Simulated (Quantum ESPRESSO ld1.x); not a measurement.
Results of a calculation; reference values are marked as such.
Problem. The mean radii <r> (bohr) of the occupied orbitals of an atom or ion are listed with their occupations. Level of theory: scalar-relativistic Kohn-Sham, relativistic LDA (MacDonald-Vosko exchange, VWN5 correlation), spin-unpolarised, spherical densities, point nucleus (ld1.x of Quantum ESPRESSO 7.5).

orbital  occ.      <r>
1s          2  0.01781
2s          2  0.07511
2p          6  0.06739
3s          2   0.1921
3p          6   0.1918
3d         10   0.1727
4s          2   0.3871
4p          5   0.3980

Name the element and its charge.

Solution. Z = 76, osmium, charge +41: Os41+ in [Ar] 3d10 4s2 4p5. The 1s radius gives Z: for a bare nucleus <r> = (2 gamma + 1)/(2Z) with gamma = sqrt(1 - (Z/c)^2), 0.01753 bohr for Z = 76, and screening makes it slightly larger (0.01781 here). The occupations add up to 35, and the charge is Z minus that.
